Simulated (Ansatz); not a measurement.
Molecule: sum formula TaOF (charge 0, triplet). This is an excited triplet: at this geometry the singlet lies 0.24 eV lower at RI-MP2/CBS(def2-TZVPPD,def2-QZVPPD)+[CCSD(T)-MP2]/def2-TZVPPD. 
Structure (B3LYP-D3(BJ)/def2-TZVP (Ansatz, a program for electronic structure) minimum search):
```
Ta
O 1 1.7189
F 1 1.9033 2 118.31
```
Charge 0, spin multiplicity 3.

Dipole moments at this geometry, in debye (magnitudes).

| level | program | dipole (D) |
|---|---|---|
| SVWN5/def2-TZVPD | Ansatz | 3.12 |
| PBE/def2-TZVPD | Ansatz | 3.14 |
| BLYP/def2-TZVPD | Ansatz | 3.16 |
| revPBE/def2-TZVPD | Ansatz | 3.15 |
| B3LYP/def2-TZVPD | Ansatz | 3.45 |
| PBE0/def2-TZVPD | Ansatz | 3.50 |
| LC-wPBE/def2-TZVPD | Ansatz | 3.62 |
| wB97X-V/def2-TZVPD | Ansatz | 3.52 |
| CCSD(T)/def2-SVPD | Ansatz | 3.31 |
